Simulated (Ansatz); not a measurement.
One change: `C[O][Sn]([OH])([F])[Cl]` becomes `C[O][SnH]([OH])[Cl]`.

Ansatz, PBE0-D4/def2-TZVP geometries, multiplicity 1. Each molecule was computed in one conformer, which needn't be the lowest.

Elements past krypton have def2 core potentials.

```csv
property,`C[O][Sn]([OH])([F])[Cl]`
HOMO–LUMO gap (ωB97M-V/def2-TZVPP) / eV,10.86
size of the dipole moment (PBE/def2-TZVPP) / D,2.41
LUMO energy (ωB97M-V/def2-TZVPP) / eV,-0.27
HOMO–LUMO gap (PBE/def2-TZVPP) / eV,3.75
LUMO energy (PBE0/def2-TZVPP) / eV,-2.34
HOMO energy (B3LYP/def2-TZVPP) / eV,-8.46
```

(1) What does the change do to each property? (Best estimate.)

## Answers

(1) The calculation gave: 
```
                                      property  `C[O][SnH]([OH])[Cl]`  shift
       HOMO–LUMO gap (ωB97M-V/def2-TZVPP) / eV                  11.26   0.40
size of the dipole moment (PBE/def2-TZVPP) / D                   1.40  -1.01
         LUMO energy (ωB97M-V/def2-TZVPP) / eV                   0.69   0.96
           HOMO–LUMO gap (PBE/def2-TZVPP) / eV                   4.31   0.56
            LUMO energy (PBE0/def2-TZVPP) / eV                  -1.28   1.06
           HOMO energy (B3LYP/def2-TZVPP) / eV                  -7.92   0.54
```

With PBE0 the HOMO rises by 0.54 eV and the LUMO rises by 1.06 eV, so the gap widens by about 0.52 eV. PBE moves the HOMO by 0.49 eV and ωB97M-V by 0.56 eV. Dipoles are sizes alone; their direction can turn.

B3LYP here is the variant with VWN-RPA as its local correlation; programs differ in this.
